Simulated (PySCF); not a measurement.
Spectrum to structure. Method used: PySCF, TDDFT wB97X-D/def2-SVPD, vertical, gas phase, core orbitals frozen in the response. Geometries: GFN2-xTB, one conformer each.

```json
{"state": "S1", "E (eV)": "7.28", "λ (nm)": "170.2", "f": "0.0044"}
{"state": "S2", "E (eV)": "7.52", "λ (nm)": "164.9", "f": "0.0040"}
{"state": "S3", "E (eV)": "7.63", "λ (nm)": "162.5", "f": "0.011"}
{"state": "S4", "E (eV)": "7.66", "λ (nm)": "161.9", "f": "0.018"}
{"state": "S5", "E (eV)": "7.82", "λ (nm)": "158.5", "f": "0.0054"}
{"state": "S6", "E (eV)": "7.97", "λ (nm)": "155.5", "f": "0.157"}
{"state": "S7", "E (eV)": "8.11", "λ (nm)": "152.8", "f": "0.023"}
{"state": "S8", "E (eV)": "8.21", "λ (nm)": "151.1", "f": "0.040"}
```

Triplets computed (Tamm–Dancoff): 6.83, 7.23, 7.28 eV.

Task: Which structure fits?
A. `CO[Si@@H](Cl)C1CC1`
B. `F[C@@H]1C[Si@H](Cl)C[SiH2]1`
C. `C=C(C)O[SiH2]CCl`

Result: B. Its S1 lies at 7.28 eV; the nearest of the others has S1 at 7.69 eV. S1 is HOMO→LUMO+1 (58%), HOMO→LUMO (22%). Löwdin shares by element: HOMO carbon 36% or more, fluorine 23%, silicon 19% or more (atoms not listed hold the other 22%); LUMO silicon 35%, chlorine 14%, carbon 10% or more (atoms not listed hold the other 41%). At the same level the other candidates give, for their lowest levels:
- `CO[Si@@H](Cl)C1CC1`: 7.69 eV (f 0.018); 8.09 eV (f 0.000); 8.16 eV (f 0.010); 8.23 eV (f 0.011); 8.45 eV (f 0.012); T1 7.38 eV; HOMO -10.08, LUMO 2.20 eV
- `C=C(C)O[SiH2]CCl`: 6.58 eV (f 0.016); 7.02 eV (f 0.184); 7.10 eV (f 0.137); 7.18 eV (f 0.008); 7.45 eV (f 0.002); T1 4.59 eV; HOMO -8.91, LUMO 1.84 eV
